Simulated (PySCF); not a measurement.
## Working out the excitation energy of Tl⁺

Tl⁺ [Xe] 4f14 5d10 6s2 (1S) → Tl⁺ [Xe] 4f14 5d10 6s1 6p1 (3P). Calculation: PySCF 2.14, in aug-cc-pVTZ-PP with ECP60MDF (6s5p4d2f, 55 functions); scalar relativity through the core potential. Frozen: 5s2 5p6 5d10. Energies in hartree (1 hartree = 27.21139 eV):

```json
{"part": "UHF", "Tl⁺ (lower)": "-171.331175", "Tl⁺ (upper)": "-171.123971"}
{"part": "CCSD correlation", "Tl⁺ (lower)": "-0.027156", "Tl⁺ (upper)": "-0.003080"}
{"part": "(T)", "Tl⁺ (lower)": "0.000000", "Tl⁺ (upper)": "0.000000"}
```

Question: What does Hartree-Fock give?

Answer: (-171.123971) − (-171.331175) = 0.207204 hartree = 5.638 eV.

Question: What do CCSD and CCSD(T) give?

Answer: The CCSD correlation energies differ by 0.024076 hartree = 0.655 eV and the triples by 0.000000 hartree = 0.000 eV, so CCSD gives 6.293 eV and CCSD(T) 6.293 eV.

Measured between the centres of the two terms (NIST): 7.098 eV, so CCSD(T) (valence) is off by -0.805 eV.

What remains against the reference includes basis incompleteness, the frozen core and higher excitations.
